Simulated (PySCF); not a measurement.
Input for PySCF: R-BP86/6-31G* on AlFH2 (SMILES [F][AlH2]), a point of a bond scan (R = 1.256 Å).

```python
from pyscf import gto, scf, dft, mp
from pyscf.data.elements import chemcore

mol = gto.M(
    atom='''
    Al   -0.24669394   -0.47884971    0.15840895
    H     0.32725112   -1.14552261    1.05473140
    H    -1.58943775   -0.85928261   -0.56046382
    F     0.48063574    0.93294664   -0.30862939
    ''',
    basis='6-31g*',
    cart=True,
    charge=0, spin=0, verbose=3, max_memory=1800)
mf = dft.RKS(mol, xc='b88,p86')
mf.conv_tol = 1e-8
mf.max_cycle = 100
mf.kernel()
if not mf.converged:
    mf = mf.newton().run(mf.mo_coeff, mf.mo_occ)
```

The log:

```
converged SCF energy = -343.474602608911
```

Self-consistency was reached.

Cost: about 2.6 core-seconds (a rough figure).
